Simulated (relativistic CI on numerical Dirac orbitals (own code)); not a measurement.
Fe3+: K-alpha X-ray emission

Computed with this model: Dirac-Coulomb-Breit CI, KLI orbitals optimised for each configuration, model QED (radiative potential, 1s self-energy scaled to tabulated hydrogen-like ionisation energies), valence Slater integrals scaled by 0.9, multiplet model of X-ray emission after core ionisation; configurations [Ar] 3d5 → 1s 2s2 2p6 3s2 3p6 3d5 → [He] 2s2 2p5 3s2 3p6 3d5; 300 K; Lorentzian 1.8 eV and Gaussian 0.6 eV FWHM. Energies are those of the free ion, without screening or charge transfer. S is read from ⟨S²⟩ = S(S + 1).

Field parameters in Wybourne normalisation: D3d B²₀ = −7Dσ, B⁴₀ = −14Dq − 21Dτ, B⁴₃ = −14√(10/7) Dq; D4h B²₀ = −7Ds, B⁴₀ = 21(Dq − Dt), B⁴₄ = 21√(5/14) Dq. The field is a parameter set, without covalency.

free ion: ground-state S = 2.50, centroid 6397.20 eV. Peaks (eV, height): 6387.6 (57), 6396.2 (24), 6402.2 (95), 6403.6 (100).

D3d, 10Dq = 32550, Dσ = -420, Dτ = 70 cm⁻¹: ground-state S = 0.51, centroid 6397.37 eV. Peaks (eV, height): 6388.8 (47), 6402.6 (100).

D4h, 10Dq = 23300, Ds = -90, Dt = -70 cm⁻¹: ground-state S = 2.50, centroid 6397.20 eV. Peaks (eV, height): 6387.6 (52), 6395.8 (21), 6402.4 (95), 6403.6 (100).

Strongest unbroadened transitions for free ion:

| Energy (eV) | Relative strength |
| --- | --- |
| 6383.11 | 3.0 |
| 6386.29 | 2.9 |
| 6387.30 | 12.7 |
| 6387.38 | 41.0 |
| 6388.71 | 9.4 |
| 6388.79 | 10.9 |
| 6388.92 | 8.8 |
| 6389.00 | 9.5 |
| 6392.87 | 2.6 |
| 6394.39 | 5.0 |
| 6395.96 | 4.9 |
| 6396.55 | 7.1 |
| 6400.20 | 20.3 |
| 6400.91 | 16.3 |
| 6400.99 | 27.4 |
| 6402.18 | 52.5 |
| 6402.26 | 20.6 |
| 6403.80 | 100.0 |
